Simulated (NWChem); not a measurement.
**Basis-set dependence for boron oxyfluoride (BFO)**

```
B
O 1 1.2051
F 1 1.2827 2 180.00
```
Charge 0, spin multiplicity 1.

Program: NWChem. The geometry was optimised at PBE0/def2-SVP, a minimum by its harmonic frequencies.

Hartree-Fock energies in Ha, correlation energies in mHa.

The correlated methods keep 3 core orbitals frozen. Coupled-cluster values serve here as a point of comparison, not as the truth.

```
basis    functions         RHF     MP2  SCS-MP2     CCSD  CCSD+T(CCSD)  CCSD(T)  CR-CCSD[T]  CR-CCSD(T)   RI-MP2
-------  ---------  ----------  ------  -------  -------  ------------  -------  ----------  ----------  -------
3-21G           27  -197.98245  -302.9   -291.9   -298.1        -309.7   -307.6      -307.7      -306.0  not run
cc-pVDZ         42  -199.08289  -446.7   -429.2   -448.5        -461.9   -460.2      -459.4      -458.0   -446.8
cc-pVTZ         90  -199.15558  -570.5   -554.0   -567.0        -589.9   -588.3      -585.4      -584.2   -570.5
cc-pVQZ        165  -199.17197  -618.4   -605.6  not run       not run  not run     not run     not run   -618.4
```

From cc-pVTZ to cc-pVQZ the Hartree-Fock energy moves by -16.4 mHa and the MP2 correlation energy by -47.9 mHa, which is 8 % of its value in the larger set.
